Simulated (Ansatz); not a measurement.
Basis sets compared for the cluster Sr3⁺ (the lowest doublet isomer of a short search). Total charge 1; doublet. Geometry r2SCAN/def2-TZVP. Ansatz on 4 threads of Arm Neoverse V2 on a shared host; times are rough, and most runs start from earlier orbitals.

```xyz
3

Sr   -3.5729    1.4543   -1.9427
Sr    3.5500   -1.4276    2.0037
Sr    0.0229   -0.0267   -0.0610
```

In the def2 sets Sr takes a core potential; there is no spin–orbit coupling. At PBE0/def2-SVP, PBE0/def2-TZVP the charge 1 doublet is spin-contaminated (final ⟨S²⟩ up to 0.84, 0.75 for a pure state). The structure comes from a short search, and lower isomers may exist.

```json
{"level": "PBE/def2-SVP", "functions": "69", "energy (Eh)": "-91.8802", "HOMO (eV)": "-5.97", "LUMO (eV)": "-5.56", "wall time": "1.4 s"}
{"level": "PBE0/def2-SVP", "functions": "69", "energy (Eh)": "-91.8634", "HOMO (eV)": "-6.35", "LUMO (eV)": "-5.02", "wall time": "2.1 s"}
```

Question: Estimate the rows for PBE/def2-TZVP, PBE0/def2-TZVP.

Answer: 
```json
{"level": "PBE/def2-TZVP", "functions": "99", "energy (Eh)": "-91.9126", "HOMO (eV)": "-5.96", "LUMO (eV)": "-5.56", "wall time": "1.6 s"}
{"level": "PBE0/def2-TZVP", "functions": "99", "energy (Eh)": "-91.8940", "HOMO (eV)": "-6.35", "LUMO (eV)": "-5.02", "wall time": "3.7 s"}
```
